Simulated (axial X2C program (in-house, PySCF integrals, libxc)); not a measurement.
Bond lengths and stretching modes, held linear, of OTaO²⁺

Calculated with an in-house all-electron X2C program for linear molecules (integrals from PySCF): two-component X2C with atomic mean-field Coulomb and Gaunt terms, Gaussian nuclei, basis O dyall-av3z, Ta dyall-v3z with contracted cores. Spin-free rows use the one-electron spin-free X2C Hamiltonian.

Masses O 15.995, Ta 180.948, O 15.995 u. States: 2c Ω = 1/2 (beyond evenly filled blocks: ω = 1/2); spin-free M_S = 1/2, Λ = 0 (beyond evenly filled blocks: σα).

PBE0, spin-free: energies above the lowest point

```csv
r(O–Ta) (Å),r(Ta–O) (Å),E (meV)
1.6916,1.6916,111.02
1.6916,1.7350,33.87
1.6916,1.7784,23.47
1.7350,1.6916,33.87
1.7350,1.7350,0.00
1.7350,1.7784,30.17
1.7350,1.8218,106.22
1.7784,1.6916,23.47
1.7784,1.7350,30.17
1.7784,1.7784,102.10
1.8218,1.7350,106.22
1.8218,1.8218,372.75
```

Task: Fit a quadratic surface with cubic terms in each bond: where is the minimum, and what are the two stretching wavenumbers?

Result: At PBE0, spin-free: bonds 1.734 and 1.734 Å; harmonic stretches 508.1 and 976.9 cm⁻¹; force constants 5.53, 5.53 and coupling 3.46 mdyn/Å.

The other levels and Hamiltonians give:

| Hamiltonian | level | r(O–Ta) (Å) | r(Ta–O) (Å) | lower stretch (cm⁻¹) | upper stretch (cm⁻¹) |
| --- | --- | --- | --- | --- | --- |
| 2c | PBE0 | 1.734 | 1.734 | 513.9 | 975.4 |

Each state is one determinant, the lowest of a limited PBE0 search; the stretches come from a fit to these few points and carry an uncertainty of a few per cent. Other orders of the atoms were not compared. Left out for rough or failed fits: HF 2c, B3LYP 2c, MP2 2c, HF spin-free, B3LYP spin-free, MP2 spin-free. A multiply charged ion may be only metastable. The molecule was held linear; bending was not examined, so a bent shape may lie lower.
